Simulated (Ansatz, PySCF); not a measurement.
PySCF was given this input:
```python
from pyscf import gto, scf, dft

mol = gto.Mole()
mol.atom = '''
    C     1.55017480    2.52376653    0.43186327
    B     0.74441431    1.20639358    0.21146577
    O    -0.63297883    1.19769932    0.08470926
    B    -1.40764061    0.15281059   -0.10721144
    C    -2.96598204    0.14797066   -0.23653381
    O    -0.69256398   -1.12749516   -0.19046388
    B     0.76911319   -1.19419293   -0.06915601
    C     1.46627084   -2.58911906   -0.18322750
    O     1.35348684   -0.03089726    0.11833668
    H     1.62532102    3.08286401   -0.50051865
    H     2.56270630    2.34106553    0.77664846
    H     1.05399689    3.19003835    1.13286680
    H    -3.43049075    0.35078071    0.72812695
    H    -3.30896210    0.94805819   -0.88868509
    H    -3.38149943   -0.78580665   -0.60502846
    H    -1.19421256   -1.94211873   -0.32808476
    H     0.78690927   -3.43516332   -0.12737374
    H     2.22242057   -2.71480915    0.58851612
    H     2.00804252   -2.67012884   -1.12522737
'''
mol.basis = 'sto-3g'
mol.charge = 1
mol.verbose = 3
mol.build()

mf = dft.RKS(mol)
mf.xc = 'b3lyp5'
mf.grids.atom_grid = (99, 590)
mf.grids.prune = None
mf.kernel()
```

**Question.** Convert this to an input for Ansatz (an electronic-structure program).

**Answer.** Several could match; the one computed here: 
Ansatz 0.2 input:
```yaml
crystal:
  periodic: [false, false, false]
  atoms:
    - {symbol: C, position_ang: [1.55017480, 2.52376653, 0.43186327]}
    - {symbol: B, position_ang: [0.74441431, 1.20639358, 0.21146577]}
    - {symbol: O, position_ang: [-0.63297883, 1.19769932, 0.08470926]}
    - {symbol: B, position_ang: [-1.40764061, 0.15281059, -0.10721144]}
    - {symbol: C, position_ang: [-2.96598204, 0.14797066, -0.23653381]}
    - {symbol: O, position_ang: [-0.69256398, -1.12749516, -0.19046388]}
    - {symbol: B, position_ang: [0.76911319, -1.19419293, -0.06915601]}
    - {symbol: C, position_ang: [1.46627084, -2.58911906, -0.18322750]}
    - {symbol: O, position_ang: [1.35348684, -0.03089726, 0.11833668]}
    - {symbol: H, position_ang: [1.62532102, 3.08286401, -0.50051865]}
    - {symbol: H, position_ang: [2.56270630, 2.34106553, 0.77664846]}
    - {symbol: H, position_ang: [1.05399689, 3.19003835, 1.13286680]}
    - {symbol: H, position_ang: [-3.43049075, 0.35078071, 0.72812695]}
    - {symbol: H, position_ang: [-3.30896210, 0.94805819, -0.88868509]}
    - {symbol: H, position_ang: [-3.38149943, -0.78580665, -0.60502846]}
    - {symbol: H, position_ang: [-1.19421256, -1.94211873, -0.32808476]}
    - {symbol: H, position_ang: [0.78690927, -3.43516332, -0.12737374]}
    - {symbol: H, position_ang: [2.22242057, -2.71480915, 0.58851612]}
    - {symbol: H, position_ang: [2.00804252, -2.67012884, -1.12522737]}
basis:
  gaussian:
    orbitals: STO-3G
hamiltonian:
  xc: b3lyp5
total_charge: 1
accuracy: high
```

Both were run: PySCF gave -415.028749 Eh and Ansatz -415.028749 Eh, 0.000 mEh apart.
